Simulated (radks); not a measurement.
Q: La3+, configuration [Xe]. Method: scalar-relativistic Kohn-Sham, PBE, spin-polarised, spherical densities, finite nucleus; Fermi nuclear charge, rms radius 4.855 fm; computed with a radial shooting solver on a logarithmic mesh with Libxc functionals. Some entries of the table are withheld. Estimate them.

orbital  occ.  eigenvalue (eV)  r(max) (bohr)
1s          2        -38771.80        0.01608
2s          2        -6192.025        0.09094
2p          6        -5552.371        0.07313
3s          2        -1342.851            (1)
3p          6        -1138.562         0.2548
3d         10        -845.0021         0.2101
4s          2        -289.7742         0.6082
4p          6        -223.3236            (2)
4d         10        -127.1443         0.6715
5s          2              (3)          1.405
5p          6         -44.7440          1.574

A: 
(1) 3s r(max) (bohr): 0.2604
(2) 4p r(max) (bohr): 0.6353
(3) 5s eigenvalue (eV): -61.6614
